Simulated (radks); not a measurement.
Results of a calculation; reference values are marked as such.
All-electron atom: Hf3+ in [Xe] 4f14 5d1. Level of theory: Dirac Kohn-Sham, Slater X-alpha with alpha = 0.998, spin-unpolarised, spherical densities, finite nucleus; open shells are shared between the two j in proportion to 2j + 1; Fermi nuclear charge, rms radius 5.347 fm (a radial shooting solver on a logarithmic mesh with Libxc functionals).

Radial electron density D(r) = 4 pi r^2 rho(r):

| r (bohr) | D(r) (e/bohr) |
|---|---|
| 0.001241 | 9.711 |
| 0.001655 | 14.95 |
| 0.002207 | 22.54 |
| 0.002944 | 33.09 |
| 0.003926 | 46.89 |
| 0.005236 | 63.41 |
| 0.006984 | 80.67 |
| 0.009315 | 94.89 |
| 0.01242 | 101.5 |
| 0.01657 | 98.62 |
| 0.0221 | 91.42 |
| 0.02948 | 92.54 |
| 0.03932 | 109.8 |
| 0.05244 | 129.4 |
| 0.06938 | 125.8 |
| 0.09254 | 105.1 |
| 0.1234 | 106.9 |
| 0.1646 | 120.1 |
| 0.2196 | 92.12 |
| 0.2928 | 61.01 |
| 0.3906 | 70.05 |
| 0.5209 | 63.97 |
| 0.6948 | 35.36 |
| 0.9267 | 19.15 |
| 1.236 | 11.75 |
| 1.648 | 5.078 |
| 2.199 | 1.283 |
| 2.932 | 0.2014 |
| 3.911 | 0.02072 |
| 5.217 | 0.001026 |

D(r) has 4 maxima, at r = 0.0130, 0.0582, 0.162, 0.433 bohr, and minima at 0.0251, 0.105, 0.305 bohr, inside which lie 2.01, 11.14, 29.82 electrons.
